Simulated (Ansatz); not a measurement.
Reactions of `CC(Br)Br`.

Program: Ansatz. Geometries: PBE0-D4/def2-TZVP. ΔE: electronic, gas phase. CCSD(T)/CBS adds triple-zeta CCSD(T) − MP2 to the extrapolated MP2 energy (def2 sets, frozen cores). This one scheme is used for every species, atoms too. Open shells (•) are unrestricted, without spin–orbit coupling. Spin–orbit coupling would lower the free atoms: a little for C; clearly for Br. Bonds to Br are less sure, by a few kJ/mol each and by 10 to 20 or more in all where they break to atoms, as the def2 sets lack core-valence functions. Scalar relativity is left out up to krypton. One conformer a species, not always the lowest.

(1) Order these by ΔE at CCSD(T)/CBS, lowest first. (An estimate is asked.)
A. `CC(Br)Br` + HBr → `BrC(Br)Br` + CH₄
B. `CC(Br)Br` → `Br[CH]Br`• + `[CH3]`•
C. `CC(Br)Br` + H₂ → `BrCBr` + CH₄
D. `CC(Br)Br` + `F[SiH]([SiH3])S` → `CS[SiH](F)[SiH3]` + `BrCBr`
E. `CC(Br)Br` + HCl → `CC(Cl)Br` + HBr
F. `CC(Br)Br` → 2 Br• + 2 C• + 4 H•
G. `CC(Br)Br` + `O[SiH](O)Br` → `CO[SiH](O)Br` + `BrCBr`
H. `CC(Br)Br` → `BrCBr` + `[CH2]` (triplet)

Largest T1 diagnostic: 0.013, for `Br[CH]Br`•.

Results:

(1) C (-12.0 kcal/mol), E (+1.7 kcal/mol), D (+7.2 kcal/mol), A (+11.2 kcal/mol), G (+17.2 kcal/mol), B (+95.9 kcal/mol), H (+108.3 kcal/mol), F (+648.8 kcal/mol).
